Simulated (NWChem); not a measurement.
Molecule: CH5CdNS; SMILES C[S][Cd][NH2]

```xyz
9

Cd    -0.1074     0.5674    -0.0074
N      0.4851     2.5091     0.0224
H      0.1177     3.0005     0.8501
H      0.1265     3.0310    -0.7902
S     -0.5849    -1.7375     0.0104
C      1.0964    -2.4962    -0.0023
H      1.6684    -2.2368    -0.9138
H      0.9382    -3.5924     0.0056
H      1.6868    -2.2261     0.8942
```
Atoms are numbered in this order, from 1.

All runs: NWChem. Medium grid unless said otherwise, to which SCAN and Minnesota functionals are sensitive. Structure relaxed at the PBE-D3(BJ)/def2-SVP level. Not confirmed as a minimum by frequencies. def2 effective core potentials on Cd; no spin-orbit coupling. B3LYP is NWChem's, with the RPA form of VWN correlation. Total energies of different functionals are on different scales.

```json
[
 {"level": "B3LYP/def2-SVP", "energy (Ha)": "-661.6755", "highest occupied level (eV)": "[?]", "orbital gap (eV)": "[?]", "dipole (D)": "0.95"},
 {"level": "PBE/def2-SVP", "energy (Ha)": "-661.3088", "highest occupied level (eV)": "-5.19", "orbital gap (eV)": "3.60", "dipole (D)": "1.03"},
 {"level": "HCTH/407/def2-SVP", "energy (Ha)": "-662.1732", "highest occupied level (eV)": "-5.34", "orbital gap (eV)": "3.55", "dipole (D)": "1.05"},
 {"level": "BP86/def2-SVP", "energy (Ha)": "-661.7560", "highest occupied level (eV)": "-5.29", "orbital gap (eV)": "3.63", "dipole (D)": "1.02"},
 {"level": "M05-2X/def2-SVP", "energy (Ha)": "-661.5061", "highest occupied level (eV)": "-7.57", "orbital gap (eV)": "7.63", "dipole (D)": "0.98"},
 {"level": "r2SCAN0/def2-SVP", "energy (Ha)": "-661.5227", "highest occupied level (eV)": "-6.55", "orbital gap (eV)": "5.91", "dipole (D)": "1.05"},
 {"level": "TPSS/def2-SVP", "energy (Ha)": "-661.5740", "highest occupied level (eV)": "-5.30", "orbital gap (eV)": "3.87", "dipole (D)": "1.12"},
 {"level": "revPBE/def2-SVP", "energy (Ha)": "-661.5514", "highest occupied level (eV)": "-5.15", "orbital gap (eV)": "3.65", "dipole (D)": "1.06"}
]
```

### Question
Some entries are withheld; supply them.

### Answer

- B3LYP/def2-SVP, highest occupied level (eV): -6.12
- B3LYP/def2-SVP, orbital gap (eV): 5.05
